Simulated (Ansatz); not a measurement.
`[NH2][AlH][SiH2][SiH2]Cl` + CH₃NH₂ → `CN[SiH2]Cl` + `[NH2][AlH][SiH3]`  (cleavage of the Si–Si bond)

Calculated with Ansatz (gas phase, PBE0-D4/def2-TZVP geometries, no zero-point term in ΔE). CCSD(T)/CBS is the MP2 limit (def2-TZVPP, def2-QZVPP) plus CCSD(T) − MP2 in def2-TZVPP, frozen cores. Functionals use def2-TZVPP. Each species was taken in one conformer, which may not be the lowest.

(1) Is it downhill or uphill in electronic energy at CCSD(T)/CBS, and by how much? (Best estimate.)

(2) What do these levels give: PBE0, CCSD/def2-TZVPP, HF/def2-QZVPP, SCS-MP2/def2-QZVPP, HF/CBS(def2), CCSD/CBS(def2)? (Best estimate.)

Largest T1 diagnostic among the species: 0.013.

Results:

(1) Ansatz gave: Downhill: ΔE = -12.6 kcal/mol.

(2) Ansatz gave: PBE0 -10.5, CCSD/def2-TZVPP -13.6, HF/def2-QZVPP -17.6, SCS-MP2/def2-QZVPP -15.0, HF/CBS(def2) -17.7, CCSD/CBS(def2) -13.3 kcal/mol.

In def2-TZVPP, CCSD(T) changes the Hartree–Fock value by +4.3 kcal/mol (the triples alone add +0.7 kcal/mol) and MP2 by +2.9 kcal/mol. The D4 term adds +1.3 kcal/mol with B3LYP and +0.8 kcal/mol with PBE0; it sums over pairs of atoms, weighted by their polarisabilities, and B3LYP, whose exchange is more repulsive, gets the larger term.

B3LYP here is the variant with VWN-RPA as its local correlation; programs differ in this.
